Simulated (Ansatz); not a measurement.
## From C to Sn: the HOMO–LUMO gap

One atom is swapped for its congeners: C3H8 (propane) `CCC`; C2H8Si `CC[SiH3]`; C2H8Ge (ethylgermane) `C[CH2][GeH3]`; C2H8Sn `C[CH2][SnH3]`. All are singlets with charge 0.

Shapes, held fixed at every level: PBE0-D4/def2-TZVP. Programs: Ansatz 0.2.0. Values in eV.

```json
{"level": "PBE-D4/def2-TZVPP", "C3H8": "8.22", "C2H8Ge": "7.10", "C2H8Sn": "6.28"}
{"level": "r2SCAN-D4/def2-TZVPP", "C3H8": "9.38", "C2H8Ge": "7.90", "C2H8Sn": "6.98"}
{"level": "B3LYP-D4/def2-TZVPP", "C3H8": "9.91", "C2H8Ge": "8.61", "C2H8Sn": "7.71"}
{"level": "BHLYP-D4/def2-TZVPP", "C3H8": "12.39", "C2H8Ge": "10.90", "C2H8Sn": "9.82"}
{"level": "r2SCAN0-D4/def2-TZVPP", "C3H8": "11.19", "C2H8Ge": "9.63", "C2H8Sn": "8.63"}
{"level": "wB97X-V/def2-TZVPP", "C3H8": "14.76", "C2H8Ge": "13.32", "C2H8Sn": "12.14"}
{"level": "wB97M-V/def2-TZVPP", "C3H8": "14.17", "C2H8Ge": "12.81", "C2H8Sn": "11.60"}
```

**Question.** Estimate the column for C2H8Si from its neighbours.

**Answer.** The mean of the neighbours at wB97M-V/def2-TZVPP is 13.49 eV, against 12.96 from the run: the member lies nearer Ge. All rows: PBE-D4/def2-TZVPP 7.15; r2SCAN-D4/def2-TZVPP 7.96; B3LYP-D4/def2-TZVPP 8.76; BHLYP-D4/def2-TZVPP 11.13; r2SCAN0-D4/def2-TZVPP 9.75; wB97X-V/def2-TZVPP 13.50; wB97M-V/def2-TZVPP 12.96 eV. At wB97M-V/def2-TZVPP the HOMO–LUMO gap falls at every step, from 14.17 to 11.60 eV. Every level shows the same order. For atoms past krypton def2 sets carry core potentials with scalar relativity. Relativity is left out for Ge unless named. Orbital gaps aren't excitation energies, and the LUMO depends on the basis.
